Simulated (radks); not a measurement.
All-electron atom: Fe III in [Ar] 3d(up 4, down 2) (spins set by hand, not the high-spin state). Calculated with a radial shooting solver on a logarithmic mesh with Libxc functionals: non-relativistic Kohn-Sham, TPSS, spin-polarised, spherical densities, point nucleus; meta-GGA in the generalised Kohn-Sham scheme.

Normalised radial functions P(r) = r R(r), r in bohr:

| r | 2p down | 3s up | 3p up |
|---|---|---|---|
| 0.002461 | 0.0031 | 0.0684 | 0.0011 |
| 0.003154 | 0.0050 | 0.0860 | 0.0018 |
| 0.004009 | 0.0080 | 0.1069 | 0.0030 |
| 0.005138 | 0.0129 | 0.1329 | 0.0048 |
| 0.006531 | 0.0205 | 0.1627 | 0.0076 |
| 0.00837 | 0.0330 | 0.1983 | 0.0122 |
| 0.01064 | 0.0517 | 0.2366 | 0.0191 |
| 0.01363 | 0.0818 | 0.2786 | 0.0302 |
| 0.01733 | 0.1260 | 0.3180 | 0.0465 |
| 0.02204 | 0.1919 | 0.3506 | 0.0707 |
| 0.02824 | 0.2915 | 0.3682 | 0.1072 |
| 0.0359 | 0.4280 | 0.3582 | 0.1571 |
| 0.046 | 0.6202 | 0.3052 | 0.2265 |
| 0.05848 | 0.8603 | 0.1999 | 0.3118 |
| 0.07494 | 1.1581 | 0.0287 | 0.4139 |
| 0.09526 | 1.4708 | -0.1877 | 0.5131 |
| 0.1221 | 1.7695 | -0.4265 | 0.5891 |
| 0.1552 | 1.9637 | -0.6052 | 0.5981 |
| 0.1973 | 1.9895 | -0.6460 | 0.4995 |
| 0.2528 | 1.7941 | -0.4660 | 0.2526 |
| 0.3214 | 1.4133 | -0.0642 | -0.1196 |
| 0.4118 | 0.9250 | 0.4908 | -0.5716 |
| 0.5236 | 0.4985 | 0.9787 | -0.9535 |
| 0.6709 | 0.2020 | 1.2280 | -1.1545 |
| 0.8529 | 0.0618 | 1.1445 | -1.1012 |
| 1.093 | 0.0122 | 0.8248 | -0.8498 |
| 1.389 | 0.0016 | 0.4693 | -0.5394 |
| 1.766 | 0.0001 | 0.2031 | -0.2731 |
| 2.263 | 0.0000 | 0.0609 | -0.1020 |
| 2.877 | 0.0000 | 0.0128 | -0.0284 |
| 3.687 | 0.0000 | 0.0015 | -0.0050 |

2p down: eigenvalue -714.50 eV, 0 radial nodes, <r> = 0.237 bohr, 90 % of the charge inside 0.387 bohr. 3s up: eigenvalue -112.25 eV, 2 radial nodes at r = 0.0776, 0.331 bohr, <r> = 0.819 bohr, 90 % of the charge inside 1.23 bohr. 3p up: eigenvalue -79.385 eV, 1 radial node at r = 0.300 bohr, <r> = 0.861 bohr, 90 % of the charge inside 1.33 bohr.
